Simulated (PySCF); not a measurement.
Zr(F)3(OH) (F₃HOZr), SMILES [OH][Zr]([F])([F])[F], multiplicity 1. Coordinates come from a B3LYP-D3(BJ)/def2-SVP optimisation. The multiplicity is an assumed one; other spin states were not compared. The def2 effective core potentials stand for the cores of Zr; spin–orbit coupling is left out. The values are those of a single conformer.

Method: B3LYP-D3(BJ)/def2-SVP (PySCF).

Harmonic wavenumbers (cm⁻¹): 158, 158, 171, 172, 175, 313, 313, 671, 690, 690, 758, 3963. Rotational constants (GHz): 2.762, 2.762, 2.737; symmetry number 3.

Task: Work out the zero-point energy and the ideal-gas rigid-rotor harmonic-oscillator thermochemistry at 298.15 K and 1 atm.

Result: ZPE = ½ Σ hcν = ½ × 8232 cm⁻¹ = 49.24 kJ/mol. H − E(el) = 70.53 kJ/mol. Entropy in J/(mol K): translation 172.44, rotation 104.39, vibration 68.11, total 344.95. G − E(el) = -32.32 kJ/mol. Cp = 100.28 J/(mol K).
